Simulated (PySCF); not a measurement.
Gas-phase reaction: 2 AsH3 = As2 + 6 H

Computed with PySCF and rigid-rotor harmonic-oscillator thermochemistry at 1 bar. † marks an energy on the PBE0/def2-TZVP geometry and frequencies; other levels use their own. MP2 and CCSD(T) freeze the core. Open shells (unrestricted): H (multiplicity 2); the rest are closed-shell singlets. As: all electrons, no relativistic terms. MP2 isn't extrapolated to the basis-set limit; its ΔH°(298 K) is 1221.5 kJ in def2-SVP and 1275.8 kJ in def2-TZVPP. CCSD(T) isn't extrapolated to the basis-set limit; its ΔH°(298 K) is 1313.7 kJ in def2-SVP and 1368.9 kJ in def2-TZVPP. The harmonic model lacks anharmonicity and excited electronic states, which grow with temperature; levels with a mode under 35 cm⁻¹ are left out.

| level | ΔE electronic, kJ | ΔH°(298 K), kJ | ΔS°(298 K), J/K | ΔG°(2000 K), kJ |
|---|---|---|---|---|
| CCSD(T)/def2-SVP† | 1400 | 1314 | 483 | 235 |
| CCSD(T)/def2-TZVPP† | 1455 | 1369 | 483 | 290 |
| HF/def2-TZVP† | 1193 | 1107 | 483 | 28 |
| MP2/def2-TZVPP† | 1362 | 1276 | 483 | 197 |
| PBE/def2-SVP | 1414 | 1331 | 482 | 256 |
| PBE0/def2-SVP† | 1438 | 1352 | 483 | 273 |
| PBE0/def2-TZVP | 1437 | 1350 | 483 | 272 |
| LDA/def2-TZVP† | 1586 | 1500 | 483 | 421 |
ΔH° is lowest at HF/def2-TZVP† and highest at LDA/def2-TZVP†. No reference value is set beside these.
